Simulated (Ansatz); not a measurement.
`C[N](C)[AlH2]` + H₂ → `[AlH3]` + dimethylamine at 600 K and 1 bar (hydrogenolysis of the Al–N bond).

Calculated with Ansatz (gas phase, PBE0-D4/def2-TZVP geometries, no zero-point term in ΔE). CCSD(T)/CBS adds triple-zeta CCSD(T) − MP2 to the extrapolated MP2 energy (def2 sets, frozen cores). This one scheme is used for every species.

| species | CCSD(T)/CBS energy (Eh) | H − E (kJ/mol) | S (J/(mol·K)) |
| --- | --- | --- | --- |
| `C[N](C)[AlH2]` | -377.63984 | 310.8 | 403.1 |
| H₂ | -1.17544 | 43.9 | 150.8 |
| `[AlH3]` | -243.78045 | 74.2 | 242.3 |
| `CNC` | -135.00321 | 284.6 | 333.5 |

H − E and S are ideal-gas, rigid-rotor, harmonic terms from PBE0-D4/def2-TZVP. The MP2-based limit puts H₂ 0.8 mEh under its directly extrapolated value; such offsets cancel only in part. 1 Eh = 2625.50 kJ/mol, R = 8.31446 J/(mol·K).

Q: By hand: ΔE, ΔH, ΔS and ΔG.

A: ΔE = (-243.78045) + (-135.00321) − (-377.63984) − (-1.17544) = 0.03162 Eh = 83.0 kJ/mol. Δ(H − E) = 74.2 + 284.6 − 310.8 − 43.9 = 4.1, so ΔH = 87.1 kJ/mol. ΔS = 242.3 + 333.5 − 403.1 − 150.8 = 21.9 J/(mol·K). ΔG = 87.1 − 600 × (21.9)/1000 = 74.0 kJ/mol.

Q: By hand: the equilibrium constant, and the temperature at which ΔG would vanish if ΔH and ΔS stayed fixed.

A: log₁₀ K = −ΔG/(RT ln 10) = -6.4. ΔG = 0 at ΔH/ΔS = 3977 K, far beyond where these terms or the molecules hold.

ΔH outweighs TΔS. A doubt of 5 kJ/mol in ΔE shifts log₁₀ K by 0.4 here. These are equilibria of isolated gas molecules and say nothing of rates. Largest T1 diagnostic: 0.012 (customary marks: 0.02 for closed shells, 0.045 for open ones).
